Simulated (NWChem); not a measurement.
C$_{4}$H$_{5}$Cl; SMILES CC=C=CCl

All runs: NWChem. Medium grid unless said otherwise, to which SCAN and Minnesota functionals are sensitive. Geometry: optimised at PBE0/def2-SVP. Hybrids' shares of exact exchange are those that their runs print; pure functionals count as 0. The functionals differ in more than this share.

```csv
row,share of exact exchange,highest occupied level (eV)
PBE/def2-TZVP,0.00,-6.03
BLYP/def2-TZVP,0.00,-5.87
B3LYP/def2-TZVP,0.20,-6.99
M06-2X/def2-TZVP,0.54,-8.42
Hartree-Fock/def2-TZVP,1.00,withheld
```

Question: Fit a straight line of the last column on the one before it, predict the withheld value, and compare with the run.

Answer: 
1. Means of the 4 shown rows: x = 0.185, y = -6.828. Slope Σ(x − x̄)(y − ȳ)/Σ(x − x̄)² = -0.8924/0.1947 = -4.584; intercept -5.979.
2. The shown rows scatter about the line by 0.078 (root mean square); the largest residual is +0.11, at BLYP/def2-TZVP.
3. At x = 1.00 (Hartree-Fock/def2-TZVP; beyond the shown range) the line gives -10.56.
4. The run gives -9.84, +0.72 from the line, 9.2 times the scatter.
